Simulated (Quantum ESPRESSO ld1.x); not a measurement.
Charge is removed step by step from the 5d (averaged over the sub-levels emptied) level of neutral mercury, starting from [Hg]. All-electron calculation, Dirac Kohn-Sham, PBE, spin-unpolarised, spherical densities, point nucleus. Program: ld1.x of Quantum ESPRESSO 7.5.

removed (e) = 0: E - E(0) (eV) 0.000; eigenvalue (eV) -9.894; E minus straight line (eV) 0.000
removed (e) = 0.1: E - E(0) (eV) 1.043; eigenvalue (eV) -10.972; E minus straight line (eV) -0.511
removed (e) = 0.2: E - E(0) (eV) 2.195; eigenvalue (eV) -12.069; E minus straight line (eV) -0.913
removed (e) = 0.3: E - E(0) (eV) 3.458; eigenvalue (eV) -13.185; E minus straight line (eV) -1.204
removed (e) = 0.4: E - E(0) (eV) 4.833; eigenvalue (eV) -14.319; E minus straight line (eV) -1.383
removed (e) = 0.5: E - E(0) (eV) 6.322; eigenvalue (eV) -15.469; E minus straight line (eV) -1.447
removed (e) = 0.6: E - E(0) (eV) 7.927; eigenvalue (eV) -16.636; E minus straight line (eV) -1.396
removed (e) = 0.7: E - E(0) (eV) 9.650; eigenvalue (eV) -17.820; E minus straight line (eV) -1.227
removed (e) = 0.8: E - E(0) (eV) 11.492; eigenvalue (eV) -19.018; E minus straight line (eV) -0.939
removed (e) = 0.9: E - E(0) (eV) 13.454; eigenvalue (eV) -20.232; E minus straight line (eV) -0.531
removed (e) = 1: E - E(0) (eV) 15.538; eigenvalue (eV) -21.460; E minus straight line (eV) 0.000

Removing the whole electron costs 15.538 eV by Delta-SCF, against 9.894 eV from minus the eigenvalue at the starting occupation. Slater's transition state (half an electron removed) gives 15.469 eV. Integrating minus the eigenvalue over the occupation (Janak's theorem) gives 15.538 eV. The mean slope of the eigenvalue, de/dn, is 11.6 eV per electron.
